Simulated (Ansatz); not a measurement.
Ansatz (an electronic-structure program) input file for Al2O3, SMILES [Al]([O][Al][O])[O] (connectivity only; charge and spin as stated), neutral, multiplicity 1, PBE0/def2-SVPD. Coordinates come from a ωB97X-D3(BJ)/def2-SVP optimisation. The values are those of a single conformer.

Ansatz 0.2 input:
```yaml
crystal:
  periodic: [false, false, false]
  atoms:
    - {symbol: Al, position_ang: [0.00000000, 0.00000000, -1.67968235]}
    - {symbol: Al, position_ang: [0.00000000, 0.00000000, 1.67968235]}
    - {symbol: O, position_ang: [0.00000000, 0.00000000, -3.27606209]}
    - {symbol: O, position_ang: [0.00000000, 0.00000000, 0.00000000]}
    - {symbol: O, position_ang: [0.00000000, 0.00000000, 3.27606209]}
basis:
  gaussian:
    orbitals: def2-SVPD
hamiltonian:
  xc: {name: PBE0}
```

It prints:

```
WARN ansatz: RAYON_NUM_THREADS=1 ignored (pool sized by the plan → 1); use --threads N
Functional definition: PBE0
integrals: 0.05 GiB planned
1045 factors; their error is unknown
mean field: 0.43 GiB planned
mean field evaluation 1: about -19289.5794 eV, gradient 1.1e2 eV
mean field evaluation 2: about -19036.6686 eV, gradient 2.7e2 eV
mean field evaluation 4: about -19313.6876 eV, gradient 2.7e1 eV
mean field evaluation 8: about -19315.1540 eV, gradient 2.1e-1 eV
mean field evaluation 16: about -19315.2855 eV, gradient 1.4e-4 eV
mean field -19315.28552329 eV, -709.8236506101 hartree, gradient 1.2e-5 eV, S^2 0.000000; 0 other end points of the search recorded, 0 dependent functions left out
reference -19315.28555614 eV, -709.8236518172 hartree; 25, 25 occupied and 92, 92 virtual orbitals, 1045 factors
Total energy: -19315.28555614 eV, -709.8236518172 hartree
```

Self-consistency was reached.

Cost: around 1.8 core-seconds (rough).
